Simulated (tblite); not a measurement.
Species: C3H6F3O2P.
SMILES with atom numbers: `[CH3:1][P@@:2](=[O:3])([CH2:4][OH:5])[C:6]([F:7])([F:8])[F:9]` (hydrogens: H10, H11, H12 on C1; H13, H14 on C4; H15 on O5)

Computed with GFN2-xTB (tblite), gas phase: L-BFGS steps from a force-field or distance-geometry start until the largest atomic force falls under 0.01 eV/Å.

At the end of the run (lengths in Å): P2–C6 1.893, P2–C4 1.856, P2=O3 1.462, C4–O5 1.397, C1–P2 1.821, C1–H10 1.090, C4–H13 1.091, O3–P2–C6 111.8°, P2–C6–F8 112.9°, C1–P2–C4 109.6°, C1–P2–O3 116.0°, C1–P2–C4–O5 -75°, C1–P2–C6–F7 -176°, H10–C1–P2–O3 52°, H13–C4–O5–H15 -177°.

Question: These geometries were met on the way; a selection of coordinates is given. Order them by energy above the end point, lowest first.
A. P2–C6 1.858, P2–C4 1.832, P2=O3 1.465, C4–O5 1.402, C1–P2 1.809, C1–H10 1.087, C4–H13 1.092, O3–P2–C6 113.3°, P2–C6–F8 110.4°, C1–P2–C4 107.0°, C1–P2–O3 118.0°, C1–P2–C4–O5 -76°, C1–P2–C6–F7 -174°, H10–C1–P2–O3 57°, H13–C4–O5–H15 -167°
B. P2–C6 1.877, P2–C4 1.844, P2=O3 1.460, C4–O5 1.402, C1–P2 1.820, C1–H10 1.093, C4–H13 1.093, O3–P2–C6 114.0°, P2–C6–F8 111.2°, C1–P2–C4 106.6°, C1–P2–O3 117.4°, C1–P2–C4–O5 -76°, C1–P2–C6–F7 -174°, H10–C1–P2–O3 58°, H13–C4–O5–H15 -167°
C. P2–C6 1.843, P2–C4 1.817, P2=O3 1.400, C4–O5 1.405, C1–P2 1.802, C1–H10 1.087, C4–H13 1.089, O3–P2–C6 117.1°, P2–C6–F8 107.6°, C1–P2–C4 104.7°, C1–P2–O3 116.1°, C1–P2–C4–O5 -76°, C1–P2–C6–F7 -173°, H10–C1–P2–O3 60°, H13–C4–O5–H15 -168°
D. P2–C6 1.846, P2–C4 1.807, P2=O3 1.465, C4–O5 1.395, C1–P2 1.788, C1–H10 1.081, C4–H13 1.094, O3–P2–C6 114.8°, P2–C6–F8 107.3°, C1–P2–C4 106.6°, C1–P2–O3 116.3°, C1–P2–C4–O5 -76°, C1–P2–C6–F7 -174°, H10–C1–P2–O3 59°, H13–C4–O5–H15 -167°
E. P2–C6 1.730, P2–C4 1.791, P2=O3 1.527, C4–O5 1.441, C1–P2 1.781, C1–H10 1.107, C4–H13 1.075, O3–P2–C6 118.6°, P2–C6–F8 106.6°, C1–P2–C4 104.8°, C1–P2–O3 111.4°, C1–P2–C4–O5 -72°, C1–P2–C6–F7 -174°, H10–C1–P2–O3 66°, H13–C4–O5–H15 -168°

Answer: B (0.045 eV), A (0.084 eV), D (0.192 eV), C (0.392 eV), E (0.750 eV).

| step | E above end (eV) | rms distance from the end, all atoms (Å) | largest force (eV/Å) | rms shift of all bonds from the end (Å) |
| --- | --- | --- | --- | --- |
| 7 | 0.045 | 0.084 | 0.365 | 0.007 |
| 4 | 0.084 | 0.100 | 0.385 | 0.012 |
| 2 | 0.192 | 0.111 | 0.896 | 0.021 |
| 1 | 0.392 | 0.116 | 5.044 | 0.025 |
| 0 | 0.750 | 0.124 | 7.338 | 0.053 |

Rows stand in the order of the answer.
